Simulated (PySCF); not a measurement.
**Excitation energies in several basis sets**

Compound: methyl butanoate, C₅H₁₀O₂.
SMILES: `CCCC(=O)OC`

TDDFT with PBE0 (PySCF), vertical singlets, core orbitals frozen in the response, spherical d and f functions. Isolated species at its PBE0-D3(BJ)/def2-SVP geometry (one conformer only).

```csv
basis,functions,diffuse,S1 (eV),S2 (eV),S3 (eV),S4 (eV),S5 (eV),LUMO (eV),α (au)
6-31G*,118,no,5.97,8.23,8.62,8.83,9.05,0.73,57.8
6-31+G*,146,yes,5.97,7.26,7.79,7.93,8.04,0.22,64.5
def2-SVP,148,no,5.98,8.20,8.52,8.54,8.71,0.54,59.2
def2-SVPD,226,yes,5.95,7.53,7.99,8.25,8.31,0.21,69.0
aug-cc-pVDZ,251,yes,5.93,6.93,7.42,7.59,7.64,-0.09,70.5
def2-TZVP,277,no,5.96,7.91,8.04,8.46,8.59,0.36,67.2
```

Compare the sets with the largest diffuse one.

States are compared by their number. Against the largest diffuse basis here (aug-cc-pVDZ, itself not a converged limit), sets without diffuse functions differ by up to 0.05 eV in S1 and 1.41 eV in S5; the smaller diffuse sets differ by up to 0.04 and 0.67 eV. State by state, the largest deviation of a set without diffuse functions is S1 0.05, S2 1.30, S3 1.19, S4 1.24, S5 1.41 eV. The same number needn't mean the same state in each row. Against aug-cc-pVDZ the polarisability deviates by -18% in 6-31G*, -9% in 6-31+G*, -16% in def2-SVP, -2% in def2-SVPD, -5% in def2-TZVP. A single + in a Pople set puts diffuse functions on heavy atoms only.
